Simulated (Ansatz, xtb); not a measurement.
# Relative energy of two structures of AlH5O3Se

Structure I is a singlet given by its coordinates and structure II is `O[SeH+][AlH-]([OH])[OH]`, a singlet. Both are isolated molecules in the gas phase, relaxed with PBE0-D4/def2-SVP; the shapes shown needn't be the lowest conformers.

I (Å):

```yaml
atoms:
  - { symbol: Al, position_ang: [-0.2965, 0.3134, 1.4650] }
  - { symbol: O, position_ang: [-0.7868, 0.1165, 3.0982] }
  - { symbol: O, position_ang: [0.5374, 1.8548, 1.0396] }
  - { symbol: O, position_ang: [-1.7397, 0.9426, 0.4232] }
  - { symbol: Se, position_ang: [-1.2697, 2.3008, -0.4899] }
  - { symbol: H, position_ang: [-1.2278, 0.7833, 3.6240] }
  - { symbol: H, position_ang: [0.3702, -0.9802, 0.8245] }
  - { symbol: H, position_ang: [1.4797, 1.8909, 0.8568] }
  - { symbol: H, position_ang: [-1.3668, 3.4474, 0.4538] }
  - { symbol: H, position_ang: [-2.6595, 2.6013, -0.9862] }
```

Close contacts (Å): Al1–O2 1.72, Al1–O3 1.80, Al1–O4 1.89, Al1–Se5 2.95, O3–Se5 2.41, O4–Se5 1.70, Al1–H7 1.59, O2–H6 0.96, O3–H8 0.96, Se5–H9 1.49, Se5–H10 1.51.

II (Å):

```xyz
10

Al   -0.5203    0.6589    0.4985
O    -3.1501    0.7839    2.3095
O     0.8249   -0.0029    1.3234
O    -0.3691    1.8806   -0.7027
Se   -1.9675    2.1046    2.1589
H    -2.8461    0.1143    1.6523
H    -2.5726    2.8261    1.0128
H    -1.7689   -0.3579    0.4622
H     1.6756    0.4233    1.4321
H     0.2092    1.8388   -1.4651
```

Question: Which of the two would you expect CCSD(T)/def2-SVP + ΔMP2/def2-TZVPP electronic energies to favour?

Answer: Structure II; the calculation gives E(II) − E(I) = −47.5 kJ/mol.

Level by level:

```json
{"level": "PBE0-D4/def2-SVP", "geometry": "PBE0-D4/def2-SVP", "E(II) − E(I) (kJ/mol)": "−44.2", "departure from the last row (kJ/mol)": "+3.3", "job, with rough time for the two": "optimisation, 87 s"}
{"level": "HF/def2-SVP", "geometry": "PBE0-D4/def2-SVP", "E(II) − E(I) (kJ/mol)": "−49.6", "departure from the last row (kJ/mol)": "−2.2", "job, with rough time for the two": "part of the CCSD(T) run"}
{"level": "MP2/def2-SVP", "geometry": "PBE0-D4/def2-SVP", "E(II) − E(I) (kJ/mol)": "−44.8", "departure from the last row (kJ/mol)": "+2.7", "job, with rough time for the two": "part of the CCSD(T) run"}
{"level": "CCSD(T)/def2-SVP", "geometry": "PBE0-D4/def2-SVP", "E(II) − E(I) (kJ/mol)": "−42.9", "departure from the last row (kJ/mol)": "+4.5", "job, with rough time for the two": "single point"}
{"level": "CCSD(T)/def2-SVP + ΔMP2/def2-TZVPP", "geometry": "PBE0-D4/def2-SVP", "E(II) − E(I) (kJ/mol)": "−47.5", "departure from the last row (kJ/mol)": "", "job, with rough time for the two": "single point, 64 s"}
```

None of the levels shown reverses the order. The largest departure from CCSD(T)/def2-SVP + ΔMP2/def2-TZVPP is that of CCSD(T)/def2-SVP, 4.5 kJ/mol. Levels run at GFN2-xTB geometries aren't shown. The last row adds to CCSD(T) the change of the MP2 difference between the two basis sets, here −4.5 kJ/mol.

With thermal terms from frequencies at re-optimised GFN2-xTB minima (ideal gas, soft modes damped towards free rotors, one conformer each, 298.15 K, 1 atm): the zero-point term adds +6.2 kJ/mol; ΔH is −39.4 and ΔG −44.5 kJ/mol.

The correlated steps freeze 17 core orbitals; the filled d shell of Se is correlated, in a basis made for valence electrons. Codes used: Ansatz 0.2.0, xtb 6.7.1; the last row on 2 threads of Arm Neoverse V2 on a shared host.
